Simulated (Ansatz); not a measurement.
Ansatz (a first-principles code) input (B3LYP-D3(BJ)/def2-TZVP):

Ansatz 0.2 input:
```yaml
crystal:
  periodic: [false, false, false]
  atoms:
    - {symbol: Si, position_ang: [-0.69178948, -0.32598327, -0.73778212]}
    - {symbol: C, position_ang: [-1.06880994, 1.53723029, -0.88364690]}
    - {symbol: C, position_ang: [-1.51054568, -1.10635390, 0.79679203]}
    - {symbol: O, position_ang: [0.92790813, -0.50734135, -0.60332389]}
    - {symbol: Si, position_ang: [2.38893370, -0.39734854, 0.08004701]}
    - {symbol: H, position_ang: [-2.13531312, 1.71759728, -0.97314080]}
    - {symbol: H, position_ang: [-0.58089407, 1.97801816, -1.74722792]}
    - {symbol: H, position_ang: [-0.71127857, 2.06169431, 0.00189189]}
    - {symbol: H, position_ang: [-1.26882020, -2.16096059, 0.88577577]}
    - {symbol: H, position_ang: [-1.15927074, -0.60940678, 1.70065290]}
    - {symbol: H, position_ang: [-2.59115617, -1.01258854, 0.76015621]}
    - {symbol: H, position_ang: [3.30291098, -0.93006567, -0.92483806]}
    - {symbol: H, position_ang: [2.37220155, -1.19335472, 1.30802010]}
    - {symbol: H, position_ang: [2.64854594, 1.01143564, 0.38293610]}
basis:
  gaussian:
    orbitals: def2-TZVP
hamiltonian:
  xc: b3lyp
  dispersion: d3bj
magnetization: {spin_polarized: true, initial_magnetization: 1}
relax: {f_tol: 0.002, max_steps: 150}
```

End of the output:

```
mean field: 1.35 GiB planned
mean field -20028.33165239 eV, -736.0276125346 hartree, gradient 1.9e-5 eV, S^2 0.751404; 0 other end points of the search recorded, 0 dependent functions left out
the calculation of the forces begins
reference -20028.33198186 eV, -736.0276246423 hartree; 29, 28 occupied and 192, 193 virtual orbitals, 1429 factors
relax step  44: F+E_penalty+E_count = -20028.89163637 eV  Δ(F+E_penalty+E_count) = -1.056e-6 eV  max|allowed force component| = 1.571e-3 eV/Å  Δτ_max = 0.0081 Å  (26 SCF iters, accepted)
integrals: 0.16 GiB planned
1429 factors; their error is unknown
0.29 GiB of the device are held for the grids
1.26 GiB of device memory are held for the factors and their scratch space
mean field: 1.35 GiB planned
mean field evaluation 320: about -20028.3317 eV, gradient 3.1e-4 eV
mean field -20028.33165239 eV, -736.0276125346 hartree, gradient 2.2e-5 eV, S^2 0.751404; 1 other end points of the search recorded, 0 dependent functions left out
the calculation of the forces begins
reference -20028.33198186 eV, -736.0276246423 hartree; 29, 28 occupied and 192, 193 virtual orbitals, 1429 factors
Total energy: -20028.89196583 eV, -736.0482036738 hartree
Atom 0 at    -0.550773    -0.117877    -0.668512 Å, force     0.000451     0.001552    -0.001422 eV/Å
Atom 1 at    -1.332818     1.567394    -0.938513 Å, force    -0.000040     0.000345     0.000992 eV/Å
Atom 2 at    -1.369041    -1.023961     0.763540 Å, force    -0.000731    -0.001202     0.001261 eV/Å
Atom 3 at     1.041044     0.139884    -0.301213 Å, force    -0.000382    -0.001053    -0.000349 eV/Å
Atom 4 at     2.475026    -0.513033     0.139023 Å, force     0.000459     0.001571     0.001235 eV/Å
Atom 5 at    -2.393775     1.469750    -1.176171 Å, force     0.000318    -0.000094     0.000046 eV/Å
Atom 6 at    -0.846504     2.103575    -1.754203 Å, force    -0.000093    -0.000111     0.000111 eV/Å
Atom 7 at    -1.236407     2.168820    -0.028619 Å, force    -0.000284    -0.000177    -0.000934 eV/Å
Atom 8 at    -0.906175    -1.995756     0.941393 Å, force    -0.000039     0.000493    -0.000165 eV/Å
Atom 9 at    -1.278439    -0.430352     1.679371 Å, force     0.000067    -0.000196    -0.000206 eV/Å
Atom 10 at    -2.430059    -1.185291     0.563283 Å, force     0.000243     0.000136     0.000228 eV/Å
Atom 11 at     3.018555    -1.351541    -0.955156 Å, force     0.000254    -0.000764    -0.000432 eV/Å
Atom 12 at     2.311836    -1.355034     1.349078 Å, force    -0.000130    -0.000378    -0.000205 eV/Å
Atom 13 at     3.420153     0.585995     0.433011 Å, force    -0.000093    -0.000121    -0.000161 eV/Å
Dipole moment:    -0.157731     0.015317     0.089426 e Å
```

It need not be the lowest isomer of its formula.
